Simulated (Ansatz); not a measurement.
C3H3FOSe can be A, `CC1(F)OC1=[Se]`, or B, `F/C([SeH])=C1/CO1`.

Computed with Ansatz on PBE0-D4/def2-TZVP structures; ΔE is electronic, products minus reactants. CBS: MP2 limit from def2 TZ/QZ plus the TZ coupled-cluster correction, frozen cores. DFT in def2-TZVPP. B3LYP here is the variant with VWN-RPA as its local correlation; programs differ in this. For Se outer-core shells are correlated without core-valence functions, which leaves a few kJ/mol of doubt a bond. Scalar relativity is left out up to krypton. One conformer a species, not always the lowest.

A:

Z-matrix (Å, degrees):
```
C
C 1 1.483
H 1 1.089 2 110.3
H 1 1.091 2 109.3 3 -120.0
H 1 1.092 2 109.6 3 120.9
F 2 1.340 1 113.2 3 -178.4
O 2 1.456 1 117.5 3 -45.1
C 2 1.439 1 126.8 3 19.9
Se 8 1.735 2 156.7 1 80.4
```

B:

Z-matrix (Å, degrees):
```
C
C 1 1.423
O 1 1.466 2 55.4
H 1 1.086 2 119.9 3 100.5
H 1 1.086 2 120.0 3 -100.4
C 2 1.317 1 156.0 3 -179.8
Se 6 1.883 2 122.1 1 -6.0
F 6 1.343 2 120.0 1 178.9
H 7 1.474 6 95.9 2 109.2
```

Problem. Which isomer does CCSD(T)/CBS put lower? Give the gap. (Best estimate.)

Solution. Ansatz gave: A, by 27.0 kcal/mol.

Problem. Give E(B) − E(A) in kcal/mol with MP2/def2-TZVPP, PBE-D4, ωB97M-V, PBE0-D4, r2SCAN-D4, B2PLYP, B3LYP. (Estimate.)

Solution. Ansatz gave: MP2/def2-TZVPP 29.5, PBE-D4 25.7, ωB97M-V 25.2, PBE0-D4 25.4, r2SCAN-D4 27.7, B2PLYP 27.5, B3LYP 25.3. None reverses the order clearly.

Largest T1 diagnostic: 0.015.

In def2-TZVPP, CCSD(T) changes the Hartree–Fock value by +2.8 kcal/mol (the triples alone add +1.5 kcal/mol) and MP2 by +5.5 kcal/mol.
